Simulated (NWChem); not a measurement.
Molecule: C3H4BClO; SMILES C#CB(OC)Cl

```xyz
10

B     -0.1217    -0.1763     0.0000
C     -0.3172    -1.6929     0.0000
C     -0.4486    -2.9019     0.0000
H     -0.5675    -3.9709     0.0000
Cl     1.5350     0.4686     0.0000
O     -1.1893     0.6279     0.0000
C     -1.1948     2.0348     0.0000
H     -1.7332     2.3862    -0.8926
H     -1.7332     2.3862     0.8926
H     -0.1761     2.4498     0.0000
```
Atoms are numbered in this order, from 1.

All runs: NWChem. All runs use the structure optimised with PBE0/def2-SVP.

For level PBE0/STO-3G:

- highest occupied level (eV): -6.29
- orbital gap (eV): 7.94
- dipole (D): 2.23

Task: What are these values for level PBE0/pcseg-2?

Result: The highest occupied level (eV) comes out as -8.26. The orbital gap (eV) is 6.98. The dipole (D) is 1.22.
